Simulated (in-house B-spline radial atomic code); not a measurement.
## Binding energies in Ce²⁺

NIST's tabulated ground configuration is [Xe] 4f2; each binding energy is the energy of the ion with one electron taken from that subshell, relaxed, less that of the parent. Level of theory: Dirac-Kohn-Sham LDA VWN5, spherical fractional occupations, Fermi nucleus of rms radius 4.8771 fm; calculated with a radial B-spline atomic code at the basis-set limit. Energies include first-order Breit, QED and recoil terms.

```json
{"subshell": "1s", "X-ray name": "K", "binding energy (eV)": "40463.3", "-ε (eV)": "40196.7", "relaxation (eV)": "-404.4"}
{"subshell": "2s", "X-ray name": "L1", "binding energy (eV)": "6496.3", "-ε (eV)": "6439.7", "relaxation (eV)": "-73.4"}
{"subshell": "2p1/2", "X-ray name": "L2", "binding energy (eV)": "6159.7", "-ε (eV)": "6083.6", "relaxation (eV)": "-92.2"}
{"subshell": "2p3/2", "X-ray name": "L3", "binding energy (eV)": "5711.3", "-ε (eV)": "5637.5", "relaxation (eV)": "-84.7"}
{"subshell": "3s", "X-ray name": "M1", "binding energy (eV)": "1410.8", "-ε (eV)": "1389.9", "relaxation (eV)": "-23.9"}
{"subshell": "3p1/2", "X-ray name": "M2", "binding energy (eV)": "1261.1", "-ε (eV)": "1238.7", "relaxation (eV)": "-25.0"}
{"subshell": "3p3/2", "X-ray name": "M3", "binding energy (eV)": "1173.2", "-ε (eV)": "1151.1", "relaxation (eV)": "-23.8"}
{"subshell": "3d3/2", "X-ray name": "M4", "binding energy (eV)": "912", "-ε (eV)": "885.6", "relaxation (eV)": "-27.2"}
{"subshell": "3d5/2", "X-ray name": "M5", "binding energy (eV)": "893.1", "-ε (eV)": "866.7", "relaxation (eV)": "-26.8"}
{"subshell": "4s", "X-ray name": "N1", "binding energy (eV)": "295.7", "-ε (eV)": "285.4", "relaxation (eV)": "-10.8"}
{"subshell": "4p1/2", "X-ray name": "N2", "binding energy (eV)": "239.5", "-ε (eV)": "229.3", "relaxation (eV)": "-10.6"}
{"subshell": "4p3/2", "X-ray name": "N3", "binding energy (eV)": "220.6", "-ε (eV)": "210.5", "relaxation (eV)": "-10.3"}
{"subshell": "4d3/2", "X-ray name": "N4", "binding energy (eV)": "128.1", "-ε (eV)": "118.4", "relaxation (eV)": "-9.8"}
{"subshell": "4d5/2", "X-ray name": "N5", "binding energy (eV)": "124.8", "-ε (eV)": "115.1", "relaxation (eV)": "-9.7"}
{"subshell": "5s", "X-ray name": "O1", "binding energy (eV)": "56.41", "-ε (eV)": "50.19", "relaxation (eV)": "-6.31"}
{"subshell": "5p1/2", "X-ray name": "O2", "binding energy (eV)": "40.99", "-ε (eV)": "35.21", "relaxation (eV)": "-5.84"}
{"subshell": "5p3/2", "X-ray name": "O3", "binding energy (eV)": "38.2", "-ε (eV)": "32.58", "relaxation (eV)": "-5.65"}
{"subshell": "4f", "X-ray name": "N6,7", "binding energy (eV)": "20.92", "-ε (eV)": "13.22", "relaxation (eV)": "-7.60"}
```

Relaxation = -ε minus the binding energy without Breit, QED and recoil terms. With a density functional, K lines can miss by some tenths of a per cent, more in light atoms. For a density functional the relaxation so defined is negative, because -ε of a Kohn-Sham level is smaller than the binding energy.

Emission lines follow as differences of binding energies, with λ = 12398.42 eV·Å / E:

| line | holes | energy (eV) | wavelength (Å) |
| --- | --- | --- | --- |
| K-L3 | 1s → 2p3/2 | 34752.0 | 0.35677 |
| K-L2 | 1s → 2p1/2 | 34303.6 | 0.36143 |
| K-M3 | 1s → 3p3/2 | 39290.1 | 0.31556 |
| L3-M5 | 2p3/2 → 3d5/2 | 4818.2 | 2.5732 |
| L2-M4 | 2p1/2 → 3d3/2 | 5247.7 | 2.3626 |
| L1-M3 | 2s → 3p3/2 | 5323.1 | 2.3292 |
| L3-M1 | 2p3/2 → 3s | 4300.5 | 2.883 |
| L2-N4 | 2p1/2 → 4d3/2 | 6031.6 | 2.0556 |

(1) What screening constant σ does Moseley's law, E = (3/4)·13.6057 eV·(Z - σ)², need for K-L3?

Moseley's non-relativistic formula needs a falling, then negative, screening constant for heavy elements, because relativity binds the 1s electron more strongly than the formula allows.

(2) What does it cost to remove both a 4s and a 4p3/2 electron?

(3) What does it cost to remove both a 3p3/2 and a 5s electron?

(4) What does it cost to remove both a 1s and a 5p1/2 electron?

Answers

(1) σ = -0.36.

(2) 539.11 eV, which is 22.85 eV more than the two single binding energies together.

(3) 1244.8 eV, which is 15.15 eV more than the two single binding energies together.

(4) 40519 eV, which is 14.79 eV more than the two single binding energies together.
